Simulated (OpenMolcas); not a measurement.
How methods differ on C2H7Ga (SMILES [CH3][GaH][CH3])

C2H7Ga has 10 atoms, charge 0, and is taken as a singlet. As SMILES, `[CH3][GaH][CH3]`. Geometry: relaxed at PBE0-D4/def2-TZVP.

```xyz
10

C    -1.0634    1.1428   -0.7118
Ga    0.6490    0.2661   -0.2813
C     0.6815   -1.3215    0.8869
H    -1.5337    0.6142   -1.5482
H    -0.9354    2.1838   -1.0115
H    -1.7597    1.0952    0.1286
H     1.9973    0.8365   -0.8726
H     0.6877   -0.9940    1.9323
H     1.5693   -1.9359    0.7305
H    -0.2096   -1.9383    0.7501
```

Quantity: the energy change with the C1–H4 bond stretched from 1.096 to 1.643 Å, in eV. The values are calculated.

```tsv
level	kind	program	value (eV)	less CCSD(T)/def2-SVP	CPU time (all runs)
HF/def2-SVP (restricted)	Hartree–Fock	OpenMolcas	2.18	+0.26	22 s
SVWN5/def2-SVP (restricted)	LDA	OpenMolcas	1.84	-0.08	56 s
PBE/def2-SVP (restricted)	GGA	OpenMolcas	1.82	-0.10	72 s
TPSS/def2-SVP (restricted)	meta-GGA	OpenMolcas	1.86	-0.06	97 s
B3LYP/def2-SVP (restricted)	global hybrid	OpenMolcas	1.91	-0.01	74 s
B2PLYP/def2-SVP (restricted)	double hybrid	OpenMolcas	1.98	+0.06	54 s
MP2/def2-SVP (restricted)	perturbation theory	OpenMolcas	2.07	+0.15	18 s
CCSD(T)/def2-SVP (restricted)	coupled cluster or CI	OpenMolcas	1.92	0.00	3 min
```

CCSD(T)/def2-SVP (restricted) is the highest level here, not the true value. All-electron rows without a relativistic Hamiltonian named are non-relativistic. The first shape isn't each level's own minimum. The values span 1.82 to 2.18 eV. In the correlated wave-function rows the outer d shell of Ga is correlated, in sets not made for it. CPU times are rough (shared hosts, several kinds of processor and program).
